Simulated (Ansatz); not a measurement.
```xyz
3

N     0.0000    0.0000    0.0000
O     0.0000    1.0661    0.4525
O     0.0000   -1.0991    0.4665
```

Basis set: STO-3G (spherical functions). Correlated methods keep 3 orbitals frozen. Correlation on ROHF uses semicanonical orbitals with singles. Charge 0, multiplicity 2.

Computed with Ansatz (development build ahead of 0.2.0); the reference of a correlated method needn't be the lowest determinant of its kind.

Q: Give the atomization energy at this shape (free ground-state atoms in the same class of orbitals less the molecule, no zero-point energy) of doublet NO₂ by ROHF-CCSD(T), UHF-CCSD(T).

A:

```tsv
method	atomization energy
ROHF-CCSD(T)	3.96 eV
UHF-CCSD(T)	3.84 eV
```

Caution: the reference determinant was not shown to be the lowest; the shape is not the minimum. Caution for ROHF-CCSD(T): large share of triples, a single reference is doubtful. Caution for UHF-CCSD(T): another reference gives a lower total; the unrestricted determinant is spin contaminated.

This basis has no polarisation functions and is too small for such energies, which can lie far from measured ones in either direction.
